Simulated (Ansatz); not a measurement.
## Pulling the pair apart

The pair of Cl⁻ (SMILES [Cl-], atom 1) and NH3 (SMILES N, atoms 2–5), both closed shells, in one local arrangement (a lower one may exist), relaxed at PBE0-D4/def2-TZVPD:

```csv
atom,x (Å),y (Å),z (Å)
Cl1,-0.1676,-0.0431,-2.5457
N2,-0.1308,0.2168,0.7965
H3,0.8683,0.3266,0.9406
H4,-0.3264,-0.7500,1.0375
H5,-0.2436,0.2497,-0.2288
```

NH3 is shifted rigidly along the line between the mean atom positions of the two fragments (negative: closer). Counterpoise interaction energies in kcal/mol. Ansatz 0.2.0; basis: def2-TZVPPD; cores frozen in the correlated methods.

| shift (Å) | PBE0-D4 | PBE-D4 | MP2 |
| --- | --- | --- | --- |
| -0.23 | -8.57 | -8.87 | -7.30 |
| -0.12 | -9.24 | -9.52 | -8.13 |
| 0.00 | -9.41 | -9.67 | -8.43 |
| 0.12 | -9.27 | -9.52 | -8.39 |
| 0.28 | -8.76 | -9.00 | -8.02 |
| 0.58 | -7.48 | -7.69 | -6.92 |
| 1.17 | -5.21 | -5.35 | -4.89 |
| 2.34 | -2.71 | -2.75 | -2.59 |

What does CCSD(T) give at these shifts? (An estimate is asked for; the value comes from the calculation.)

Computed: -6.96, -7.88, -8.24, -8.26, -7.92, -6.87, -4.87, -2.56 kcal/mol. For zero shift, CCSD(T) at an estimated basis limit (MP2 extrapolated from triple and quadruple zeta, plus CCSD(T) − MP2 in triple zeta) gives -8.89 kcal/mol. These are counterpoise interaction energies, counted from the two frozen fragments.

No T1 diagnostic of these runs exceeds 0.009.

For scale, one of the runs: CCSD(T)/def2-TZVPPD, 139 basis functions, launched by `ansatz run in.yaml --threads 2 --pin off --events-out ev --progress --plain --max-ram 5222MiB`. The run took 6.5 s on 2 CPU threads of an Intel Xeon Platinum 8488C (shared host), with 0.76 GiB of host memory at its peak.
